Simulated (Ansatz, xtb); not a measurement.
Molecule: sum formula BSF2, net charge -1, singlet state. It need not be the lowest isomer of its formula. Whether it binds its extra electron was not tested at this geometry. SMILES: FB(F)[S-]
Structure (B3LYP-D3(BJ)/def2-TZVP (Ansatz, a quantum-chemistry and plane-wave program) minimum search):
```
B
F 1 1.3753
F 1 1.3753 2 108.33
S 1 1.7378 2 125.83 3 180.00
```
Charge -1, spin multiplicity 1.

Harmonic wavenumbers from GFN2-xTB (xtb, at its own minimum), cm⁻¹: 294, 390, 460, 643, 969, 1141.

**Question.** Give the harmonic wavenumbers at B3LYP-D3(BJ)/def2-TZVP (Ansatz, finite differences of forces, unscaled).

**Answer.** 346, 437, 594, 677, 1120, 1186 cm⁻¹. Zero-point energy 6.2 kcal/mol.

**Question.** From these and the geometry, give the ideal-gas thermochemistry at 298.15 K and 1 atm (rigid rotor, harmonic oscillator).

**Answer.** Point group C2v, rotational symmetry number 2. Rotational constants 10.7, 4.447, 3.141 GHz. S(trans) 39.08, S(rot) 23.80, S(vib) 2.92, S(elec, spin only) 0.00, S 65.8 cal/(mol K). H(298) - H(0) 2.98 kcal/mol; G - E(el) -10.4 kcal/mol.
